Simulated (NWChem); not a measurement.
# CH$_{3}$BrZn; SMILES [CH3][Zn][Br]

```xyz
6

Zn    -0.0011    -0.8676     0.0001
Br     0.0014     1.3839    -0.0001
C     -0.0045    -2.8016     0.0005
H     -0.7443    -3.1895    -0.7165
H     -0.2569    -3.1901     0.9990
H      0.9851    -3.1933    -0.2808
```
Atoms are numbered in this order, from 1.

Structure relaxed at the PBE0/def2-SVP level.

Problem. List the 4 lowest vertical singlet excitations from CAM-B3LYP/def2-SVPD, TDA (NWChem).

Solution. 
```
state  energy (eV)  oscillator strength  leading excitation (squared amplitude)
-----  -----------  -------------------  --------------------------------------
S1            6.37                0.042                      HOMO → LUMO (0.89)
S2            6.37                0.042                    HOMO−1 → LUMO (0.89)
S3            6.80                0.000                    HOMO → LUMO+1 (0.49)
S4            6.85                0.000                  HOMO−1 → LUMO+2 (0.45)
```
